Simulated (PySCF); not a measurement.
# Two-component Hartree-Fock for Cd³³⁺ (cadmium, charge +33)

Start: [Ne] 3s2 3p3; 3p1/2 filled at m_j = -1/2, +1/2; 3p3/2 filled at m_j = +3/2. Calculated with PySCF 2.14 in an even-tempered Gaussian basis (19 s from 5.9 bohr⁻², ratio 2.4; 14 p from 7.6 bohr⁻², ratio 2.4; 4 d from 29 bohr⁻², ratio 2.6; 4 f from 43 bohr⁻², ratio 2.6): generalised Hartree-Fock with the X2C-1e Hamiltonian and a Gaussian nucleus; one run each with spin-orbit coupling (SO) switched off, then screened by Boettger's factors.

| spinor shell | electrons | ε, spin-free (eV) | ε, screened SO (eV) | weight of nominal j (screened SO) | rms radius, screened SO (bohr) |
| --- | --- | --- | --- | --- | --- |
| 1s1/2 | 2 | -28668.7 | -28664.5 | 1.000 | 0.0348 |
| 2s1/2 | 2 | -5817.0 | -5815.0 | 1.000 | 0.140 |
| 2p1/2 | 2 | -5403.3 | -5542.7 | 1.000 | 0.121 |
| 2p3/2 | 4 | -5403.3 | -5336.9 | 1.000 | 0.126 |
| 3s1/2 | 2 | -2213.8 | -2212.9 | 1.000 | 0.342 |
| 3p1/2 | 2 | -2098.2 | -2118.9 | 0.988 | 0.329 |
| 3p3/2 | 1 | -2098.2 | -2076.0 | 1.000 | 0.336 |

| quantity | spin-free | screened SO |
| --- | --- | --- |
| E (hartree) | -4736.96674 | -4739.18739 |
| M_J | 3/2 | 3/2 |
| ⟨J²⟩ | 3.750 | 3.752 |
| ⟨L²⟩ | 0.000 | 2.031 |
| ⟨S²⟩ | 3.750 | 1.788 |

Each row is a mean over spinors that exchange with the open shell spreads, by up to 23.713 eV (3s1/2).

Breit and QED terms are absent; they matter most for the inner s and p1/2 levels.

Densities and radii are taken from the X2C orbitals without a picture-change correction, which distorts them close to the nucleus.

Without spin-orbit coupling the j labels of p, d and f shells carry no meaning; the spin-free column gives the mean over the occupied spinors of each nl shell.
